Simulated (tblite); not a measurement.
Species: C3H10F2N2Si.
Numbering: `[CH3:1][NH:2][Si:3]([F:4])([F:5])[N:6]([CH3:7])[CH3:8]` (hydrogens: H9, H10, H11 on C1; H12 on N2; H13, H14, H15 on C7; H16, H17, H18 on C8)

Cartesian coordinates in Å at the GFN2-xTB level; atoms count from 1:
```
atom  x, y, z in Å
C1     2.965    0.333   -0.202
N2     1.578    0.373   -0.615
Si3    0.398   -0.785   -0.217
F4     0.393   -2.157   -1.055
F5     0.809   -1.352    1.231
N6    -1.150   -0.105   -0.379
C7    -1.480    1.222    0.086
C8    -2.324   -0.885   -0.697
H9     3.040   -0.236    0.720
H10    3.604   -0.139   -0.954
H11    3.325    1.347   -0.021
H12    1.439    0.939   -1.436
H13   -2.062    1.748   -0.678
H14   -0.570    1.779    0.287
H15   -2.077    1.178    1.003
H16   -2.952   -1.029    0.189
H17   -2.915   -0.367   -1.458
H18   -2.031   -1.857   -1.081
```

Method: GFN2-xTB as coded in tblite; computed harmonic values from a numerical Hessian at the method's own geometry, unscaled. The method is semi-empirical: single wavenumbers can be off by several per cent or more. One conformer, not necessarily the lowest.

Harmonic wavenumbers (cm⁻¹): 39.8, 63.8, 102.7, 128.2, 139.7, 164.1, 188.7, 190.5, 234.3, 241.3, 283.0, 315.0, 357.4, 414.7, 468.6, 659.5, 805.5, 842.8, 892.2, 1055.9, 1065.7, 1073.3, 1093.9, 1109.9, 1128.0, 1171.2, 1207.4, 1338.3, 1373.0, 1414.9, 1423.2, 1428.4, 1475.2, 1483.5, 1485.1, 1494.7, 1496.8, 1506.9, 2913.7, 2915.3, 2933.5, 2945.7, 2951.3, 2974.9, 3049.9, 3053.2, 3063.2, 3474.0.

A = 2369, B = 1275, C = 1053 MHz; mass 140.058 u (most abundant isotopes); point group C1, symmetry number 1.

Q: What is the zero-point energy?

A: Half the sum of the wavenumbers: 30816 cm⁻¹ = 88.11 kcal/mol.

Q: Give the ideal-gas entropy at 200 K and 1 bar in the rigid-rotor, harmonic-oscillator model (classical rotation).

A: Translation 38.76, rotation 27.81, vibration 25.23: S = 91.8 cal/(mol K).

Q: And Cp and H(200 K) − H(0)?

A: Cp = 32.84 cal/(mol K), of which vibrations give 24.89 (their classical limit is 48 R = 95.4); H(200 K) − H(0) = 4.33 kcal/mol without the zero-point energy, 2.74 from vibrations.

Q: What must be added to the electronic energy to get the Gibbs energy at 200 K and 1 bar?

A: ZPE + [H(200 K) − H(0)] − T·S = 88.11 + 4.33 − 18.36 = 74.08 kcal/mol.

Q: Blend soft modes into free rotors: weight 1/[1 + (100 cm⁻¹/ν̃)⁴] for the oscillator and the rest for a rotor with moment μB/(μ + B), μ = h/(8π²ν), B = 10⁻⁴⁴ kg m². What vibrational entropy results?

A: 23.62 cal/(mol K) in place of 25.23, which changes −T·S at 200 K by +0.32 kcal/mol.

Q: How do the functions run with temperature in this model?

A: 
| T (K) | S (cal/(mol K)) | Cp (cal/(mol K)) | H − H(0) (kcal/mol) | G − H(0) (kcal/mol) | ln q(vib) |
| --- | --- | --- | --- | --- | --- |
| 100 | 72.5 | 23.1 | 1.49 | -5.76 | 2.25 |
| 300 | 106.6 | 40.5 | 8.00 | -23.97 | 9.08 |
| 500 | 130.8 | 55.3 | 17.62 | -47.79 | 14.93 |
| 800 | 160.4 | 70.8 | 36.72 | -91.64 | 22.59 |
| 1000 | 177.1 | 77.9 | 51.63 | -125.42 | 27.17 |

q(vib) and H(0) count from the zero-point level.

Q: Which modes carry the vibrational entropy at 200 K?

A: 39.8 cm⁻¹: 4.48; 63.8 cm⁻¹: 3.55; 102.7 cm⁻¹: 2.63; 128.2 cm⁻¹: 2.22; 139.7 cm⁻¹: 2.06; 164.1 cm⁻¹: 1.77 cal/(mol K); the other 42 give 8.52 together.

Hindered rotation and anharmonicity are outside this model. Other conformers, if any are populated, would add a mixing term that is left out. The structure is chiral; the term R ln 2 for an equal mix with its mirror image is left out.
